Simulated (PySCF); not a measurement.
SiHBr3, SMILES Br[SiH](Br)Br. Atoms are numbered in the order given.

```xyz
5

Si     0.0000     0.0000    -0.6210
Br    -1.8196    -1.0505     0.1028
Br     0.0000     2.1011     0.1028
Br     1.8196    -1.0505     0.1028
H      0.0000     0.0000    -2.0975
```

Coordinates come from a B3LYP-D3(BJ)/def2-SVP optimisation.

All values below come from B3LYP-D3(BJ)/def2-SVP (PySCF 2.14.0).

Frequencies are harmonic and unscaled.

Modes within 1.5 cm⁻¹ of each other (mostly degenerate sets) share a row, with their intensities summed.

```tsv
mode	ν (cm⁻¹)	IR (km/mol)	Raman (Å⁴/amu)	depolarisation	moving atoms (share of kinetic energy)
1–2	105	1.1	5.7	0.75	Br 93 %
3	164	1.6	4.9	0.35	Br 77 %, Si 22 %
4	357	15.9	10.6	0.00	Si 64 %, Br 33 %
5–6	473	218.8	6.8	0.75	Si 75 %, Br 20 %
7–8	774	297.1	21.1	0.75	H 94 %
9	2287	58.5	168.2	0.19	H 97 %
```
